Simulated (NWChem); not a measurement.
System: BHI₂; SMILES IBI

```xyz
4

B      0.0000     0.0000    -0.9338
H      0.0000     0.0000    -2.1338
I     -1.8517     0.0000     0.0716
I      1.8517     0.0000     0.0716
```
Atoms are numbered in this order, from 1.

Level: PBE0/def2-SVP with def2 effective core potentials on I (NWChem), optimised geometry, unscaled harmonic frequencies. def2 effective core potentials on I; no spin-orbit coupling.

Question: List the harmonic frequencies with IR intensities, and the thermochemistry.

Answer: 
```
frequency (cm⁻¹)  IR intensity (km/mol)
----------------  ---------------------
125                                 0.0
506                                 4.4
661                                 0.1
711                               187.0
981                               205.2
2698                               52.6
```

The zero-point energy is 8.1 kcal/mol and the thermal correction to the enthalpy at 298.15 K (with zero-point energy) is 11.2 kcal/mol. The heat capacity Cv is 11.2 cal/(mol K) and the entropy at 298.15 K and 1 atm (symmetry number 2) comes out as 73.4 cal/(mol K).

Rigid rotor and harmonic oscillator.
